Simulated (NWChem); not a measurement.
# AgCl; SMILES [Cl][Ag]

```xyz
2

Ag     0.0000     0.0000    -0.6322
Cl     0.0000     0.0000     1.6685
```
Atoms are numbered in this order, from 1.

Level: PBE-D3(BJ)/def2-SVP with def2 effective core potentials on Ag (NWChem), optimised geometry, unscaled harmonic frequencies. def2 effective core potentials on Ag; no spin-orbit coupling.

Task: List the harmonic frequencies with IR intensities, and the thermochemistry.

Result: 
```tsv
frequency (cm⁻¹)	IR intensity (km/mol)
337	10.2
```

* **zero-point energy**: 0.5 kcal/mol
* **thermal correction to the enthalpy at 298.15 K (with zero-point energy)**: 2.8 kcal/mol
* **heat capacity Cv**: 6.6 cal/(mol K)
* **entropy at 298.15 K and 1 atm (symmetry number 1)**: 58.7 cal/(mol K)

Rigid rotor and harmonic oscillator.
